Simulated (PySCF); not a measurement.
Vertical excitations of a molecule C2H6F2Si from TDA-LC-ωPBE/def2-SVPD in PySCF 2.14.0, as energy in eV (oscillator strength): 8.17 (0.009), 8.62 (0.028), 8.96 (0.036), 8.97 (0.016), 9.41 (0.009), 9.54 (0.109), 9.99 (0.135), 10.12 (0.053), 10.22 (0.087), 10.29 (0.021). Lowest triplet (TDA): 7.43 eV. The structure is a stationary point at PBE0-D3(BJ)/def2-SVP. The values are those of a single conformer.

### Question
Which molecule gave these data?
A) C[Si@H](F)CF
B) CC[SiH](F)F
C) C[C@@H](F)[SiH2]F
D) C[SiH2]C(F)F

### Answer
A, C[Si@H](F)CF
